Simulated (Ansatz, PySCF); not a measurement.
C3H9ClOSi, SMILES OCCC[SiH2]Cl. Atoms are numbered in the order given.

```xyz
15

O     -2.6299    -0.7162     0.8053
C     -2.2436    -0.9577    -0.5299
C     -1.5867     0.2569    -1.1868
C     -0.4375     0.8457    -0.3574
Si     0.9555    -0.3572     0.0035
Cl     2.5770     0.7280     0.7127
H     -3.3030    -0.0256     0.8006
H     -3.0972    -1.3007    -1.1472
H     -1.5317    -1.8004    -0.4892
H     -2.3540     1.0341    -1.3592
H     -1.2273    -0.0402    -2.1878
H     -0.8177     1.2060     0.6125
H      0.0038     1.7167    -0.8700
H      1.3851    -1.0585    -1.2397
H      0.6017    -1.3601     1.0404
```
Charge 0, spin multiplicity 1.

The structure is a stationary point at ωB97X-D3(BJ)/def2-SVP. The structure was generated by enumeration, and PubChem lists no compound with its InChIKey, so it may never have been made. One conformer was computed; it need not be the lowest.

Two levels are set side by side: PBE-D3(BJ)/def2-SVP (Ansatz, a quantum-chemistry and plane-wave program) and ωB97X-D3(BJ)/def2-SVP (PySCF). Each level has its own optimised geometry; the coordinates shown are those of the second. Frequencies come from the Hessian of PySCF at each geometry. Differences are taken from unrounded values.

```
quantity                            ωB97X-D3(BJ)  PBE-D3(BJ)  PBE-D3(BJ) minus ωB97X-D3(BJ)
----------------------------------  ------------  ----------  -----------------------------
mean bond length (Å)                       1.357       1.366                          0.010
bond O1–C2 (Å)                             1.411       1.417                          0.006
bond C2–C3 (Å)                             1.529       1.534                          0.005
bond C3–C4 (Å)                             1.535       1.538                          0.003
bond C4–Si5 (Å)                            1.876       1.889                          0.013
bond Si5–Cl6 (Å)                           2.076       2.091                          0.015
bond O1–H7 (Å)                             0.964       0.975                          0.011
bond C2–H8 (Å)                             1.108       1.118                          0.010
bond C2–H9 (Å)                             1.104       1.112                          0.008
bond C3–H10 (Å)                            1.106       1.115                          0.009
bond C3–H11 (Å)                            1.104       1.113                          0.009
bond C4–H12 (Å)                            1.102       1.111                          0.008
bond C4–H13 (Å)                            1.103       1.111                          0.008
bond Si5–H14 (Å)                           1.491       1.505                          0.014
bond Si5–H15 (Å)                           1.485       1.501                          0.016
highest harmonic wavenumber (cm⁻¹)          3877        3692                           -185
mean harmonic wavenumber (cm⁻¹)             1346        1289                            -57
zero-point energy (kcal/mol)               75.04       71.87                          -3.17
```

Exact exchange shortens and stiffens bonds; PBE has none. Differences between two approximate levels are no errors against the true value.
